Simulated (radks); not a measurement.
Results of a calculation; reference values are marked as such.
Effect of the nuclear size on the thallium ion Tl+, [Hg]. Level of theory: Dirac Kohn-Sham, PBE, spin-unpolarised, spherical densities, finite nucleus; Fermi nuclear charge, rms radius 5.4759 fm (a radial shooting solver on a logarithmic mesh with Libxc functionals). The rms radius is varied about that value; shifts are against it.

rms radius (fm)	total energy shift (eV)	density at nucleus (e/bohr^3)	1s1/2 shift (meV)	2s1/2 shift (meV)	4p1/2 shift (meV)	5s1/2 shift (meV)	5p1/2 shift (meV)	6s1/2 shift (meV)	6p1/2 (empty) shift (meV)
4.4683	-40.2	2.75e+06	-16100	-2420	-2.59	-28.0	0.713	-2.58	0.554
5.2185	-10.7	2.575e+06	-4280	-644	-0.696	-7.45	0.189	-0.688	0.148
5.4759	0	2.523e+06	0.000	0.000	0.000	0.000	0.000	0.000	0.000
5.9085	18.7	2.443e+06	7460	1120	1.22	13.0	-0.328	1.20	-0.257
6.697	54.8	2.317e+06	21900	3290	3.61	38.1	-0.957	3.52	-0.753

Slopes of the eigenvalues against <r^2> in GHz/fm^2, as finite differences over the two radii next to the reference (eigenvalue slopes, not the field-shift constants of lines): 1s1/2 370000, 2s1/2 55700, 4p1/2 60.4, 5s1/2 644, 5p1/2 -16.3, 6s1/2 59.4, 6p1/2 (empty) -12.7.
